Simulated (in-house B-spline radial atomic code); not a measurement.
Checks on a self-consistent run for Ga IX (Ga8+), [Ar] 3d4 6g1. Level of theory: Dirac-Hartree-Fock, average of configuration, Fermi nucleus of rms radius 3.9973 fm; calculated with an all-electron radial atomic-structure program (B-spline basis).

```
orbital        q      ε (Eh)     <1/r>        <r²>  small-component weight
  1s1/2        2  -392.19999   31.3029  0.00317674                0.012551
  2s1/2        2   -57.73270    6.9251   0.0552239                0.002442
  2p1/2        2   -51.85942   6.85059   0.0432304               0.0024063
  2p3/2        4   -50.83156   6.67919   0.0446825               0.0023624
  3s1/2        2   -13.98548   2.33823    0.425264              0.00062159
  3p1/2        2   -11.90986   2.23504    0.436939               0.0005799
  3p3/2        4   -11.74299   2.19799    0.447032              0.00057047
  3d3/2      1.6    -8.70003   2.02407    0.435514              0.00049451
  3d5/2      2.4    -8.67434    2.0152    0.438517              0.00049199
  6g7/2  0.44444    -1.12687  0.251413     26.7388              3.0288e-05
  6g9/2  0.55556    -1.12683  0.251399     26.7408              3.0288e-05
```

Electron-electron repulsion V_ee = 571.4610 hartree.

Q: What total energy follows from the eigenvalues?

A: The eigenvalues count the repulsion twice, so E = Σqε - V_ee = -1341.538 - 571.461 = -1912.999 hartree; the run printed -1912.999.

Q: Does the Dirac virial theorem hold?

A: For a point nucleus E = -2c²Σq·w, with w the small-component weight. Here Σq·w = 0.050934 and c = 137.0360, so the ratio E/(-2c²Σq·w) is 1.000011; the finite nucleus accounts for the departure from 1.

Q: What diamagnetic shielding (Lamb formula) and susceptibility (Langevin formula) do the radii give?

A: σ = (α²/3)Σq<1/r> = 143.139/(3·137.036²) = 2540.8 ppm, and χ = -0.79199×10⁻⁶·Σq<r²> = -25.65×10⁻⁶ cm³/mol with Σq<r²> = 32.384 bohr². Both are non-relativistic formulas without the paramagnetism of open shells.
